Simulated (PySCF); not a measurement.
Computed IR spectrum (relative IR intensity) of a molecule CH8FNOSi2. Geometry optimised at B3LYP-D3(BJ)/def2-SVP. The values are those of a single conformer. Method: B3LYP-D3(BJ)/def2-SVP run with PySCF 2.14.0. Frequencies are harmonic and unscaled.

ν (cm⁻¹): 209 (w), 215 (vw), 253 (w), 310 (m), 361 (m), 393 (s), 431 (vw), 670 (w), 713 (m), 736 (s), 771 (w), 809 (m), 846 (w), 852 (m), 874 (vs), 910 (m), 931 (s), 950 (m), 1264 (w), 1543 (w), 2194 (m), 2206 (s), 3116 (vw), 3556 (w), 3649 (w), 3858 (m) (against the strongest line: vs over 80 %, s over 45 %, m over 15 %, w over 4 %, vw less)

Q: Identify the compound among the candidates.
A) C[Si@H](N)[Si@@H](O)F
B) O[SiH2]N[SiH2]CF
C) N[Si@H](F)CO[SiH3]
D) C[Si@H](F)[Si@H](N)O

A: A, C[Si@H](N)[Si@@H](O)F
